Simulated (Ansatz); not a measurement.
A structure relaxed at PBE0-D4/def2-TZVP, charge 0, multiplicity 1:

```xyz
9

C    -1.012    0.014   -0.913
Ge    0.474    0.198    0.283
O     0.407   -1.014    1.546
F     0.454    1.751    1.047
Cl    2.381    0.119   -0.687
H    -0.954   -0.951   -1.417
H    -0.985    0.815   -1.650
H    -1.937    0.073   -0.339
H     1.170   -1.003    2.130
```

Problem. Give its formula and SMILES.

Solution. CH4ClFGeO, `[CH3][Ge]([OH])([F])[Cl]`.

Problem. Summarise the bond lengths by kind.

Solution. 1 × C–Ge 1.916 Å; 3 × C–H 1.089 to 1.090 Å; 1 × Ge–O 1.752 Å; 1 × F–Ge 1.731 Å; 1 × Cl–Ge 2.140 Å; 1 × H–O 0.961 Å.

Program: Ansatz 0.2.0.
